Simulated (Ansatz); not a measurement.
Reaction (formal exchange of groups at a C–Br bond): `ClCBr` + `C[CH2][AlH2]` → `C[CH]([AlH2])CCl` + HBr

Computed with Ansatz on PBE0-D4/def2-TZVP structures; ΔE is electronic, products minus reactants. CBS: MP2 limit from def2 TZ/QZ plus the TZ coupled-cluster correction, frozen cores. Functionals use def2-TZVPP. B3LYP here is the variant with VWN-RPA as its local correlation; programs differ in this. For Br outer-core shells are correlated without core-valence functions, which leaves a few kJ/mol of doubt a bond. Scalar relativity is left out up to krypton. One conformer a species, not always the lowest.

```csv
level,ΔE (kJ/mol),difference from CCSD(T)/CBS
PBE-D4,-30.5,5.2
PBE0-D4,-34.1,1.6
B3LYP-D4,-31.5,4.2
ωB97M-V,-34.6,1.1
PBE,-25.5,10.2
PBE0,-29.5,6.2
B3LYP,-23.8,11.9
HF/def2-TZVPP,-28.5,7.2
MP2/def2-TZVPP,-36.3,-0.6
SCS-MP2/def2-TZVPP,-32.4,3.3
CCSD/def2-TZVPP,-35.6,0.1
CCSD(T)/def2-TZVPP,-36.4,-0.7
HF/def2-QZVPP,-28.5,7.2
MP2/def2-QZVPP,-35.9,-0.2
SCS-MP2/def2-QZVPP,-32.2,3.5
MP2/CBS(def2),-35.5,0.2
CCSD(T)/CBS,-35.7,0
```

Largest T1 diagnostic among the species: 0.010.

In def2-TZVPP, CCSD(T) changes the Hartree–Fock value by −7.9 kJ/mol (the triples alone add −0.8 kJ/mol) and MP2 by −7.8 kJ/mol. From PBE to PBE0 (25 % exact exchange), in def2-TZVPP and without D4, ΔE moves by −4.1 kJ/mol. The D4 term adds −7.7 kJ/mol with B3LYP and −4.6 kJ/mol with PBE0; it sums over pairs of atoms, weighted by their polarisabilities, and B3LYP, whose exchange is more repulsive, gets the larger term.
